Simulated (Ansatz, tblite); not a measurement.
Forces on the cluster Rb2Cl at its PBE-D4/def2-TZVP geometry. Total charge 0; doublet.

In the def2 sets Rb takes a core potential; there is no spin–orbit coupling. The xTB rows come from tblite. The structure comes from a short search, and lower isomers may exist.

GFN1-xTB (tblite), largest force 0.53 eV/Å:

```xyz
3
positions Å, forces eV/Å
Rb   -0.667   -0.965   -2.010    0.139    0.230    0.451
Rb   -0.312    1.769    1.480    0.058   -0.393   -0.344
Cl    0.979   -0.804    0.530   -0.198    0.162   -0.107
```

GFN2-xTB (tblite), largest force 0.34 eV/Å:

```
Rb 0.035 0.205 0.274
Rb -0.020 -0.218 -0.266
Cl -0.016 0.013 -0.009
```

r2SCAN-D4/def2-TZVP (Ansatz), largest force 0.01 eV/Å:

```
Rb -0.005 0.008 0.002
Rb -0.006 0.000 -0.008
Cl 0.010 -0.008 0.006
```
